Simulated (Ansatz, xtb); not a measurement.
# Relative energy of two isomers of C5H6BrN

Structure I: `N#C[C@@H]1CC[C@H]1Br`, a singlet. Structure II: `N#C[C@@H]1CC[C@@H]1Br`, a singlet. Both are isolated molecules in the gas phase, relaxed with PBE-D3(BJ)/def2-SVP.

Energies in hartree; the thermal terms are from GFN2-xTB frequencies at re-optimised GFN2-xTB minima (ideal gas, soft modes damped towards free rotors, one conformer each, 298.15 K, 1 atm) and include the zero-point energy:

```
                               I            II
E, CCSD(T)/def2-SVP  −2820.303887  −2820.300901
    E, MP2/def2-SVP  −2820.223154  −2820.220401
  E, MP2/def2-TZVPP  −2821.034988  −2821.032519
  zero-point energy      0.098156      0.098113
       H(298 K) − E      0.106149      0.106079
       G(298 K) − E      0.065139      0.065244
```

Q: Correct the CCSD(T) difference for the basis set by the MP2 change, then work out ΔE, ΔE₀, ΔH and ΔG for I → II in kcal/mol (1 Eh = 627.51 kcal/mol) and the equilibrium ratio [II]/[I].

A: 1. Differences II − I: CCSD(T) +0.002986, MP2 in the small set +0.002753, MP2 in the large set +0.002469 Eh.
2. ΔE = +0.002986 + (+0.002469 − (+0.002753)) = +0.002702 Eh = +1.70 kcal/mol.
3. ΔE₀ = ΔE + ΔZPE = +0.002702 + (−0.000043) Eh = +1.67 kcal/mol.
4. ΔH = ΔE + (−0.000070) Eh = +1.65 kcal/mol.
5. ΔG = ΔE + (+0.000105) Eh = +1.76 kcal/mol, so ΔS = (ΔH − ΔG)/T = −1.5 J/(mol K).
6. kT = 0.9442 mEh, so K = [II]/[I] = exp(−ΔG/kT) = exp(−2.97) ≈ 0.051.

Structure I is favoured at this temperature. An error of 1 kcal/mol in ΔG would change K by a factor of 5.4. Mirror images and further conformers aren't counted.

As drawn, both hold the same kinds of bond in the same numbers.

Other levels gave ΔE = +1.8 (GFN2-xTB); +1.7 (HF/STO-3G, GFN2-xTB geometries); +1.2 (r2SCAN-D4/def2-SVP, GFN2-xTB geometries); +2.0 (PBE-D3(BJ)/def2-SVP); +2.7 (HF/def2-SVP); +1.7 (MP2/def2-SVP); +1.9 (CCSD(T)/def2-SVP) kcal/mol. The correlated steps freeze 15 core orbitals; the filled d shell of Br is correlated, in a basis made for valence electrons. Programs: Ansatz 0.2.0, xtb 6.7.1.
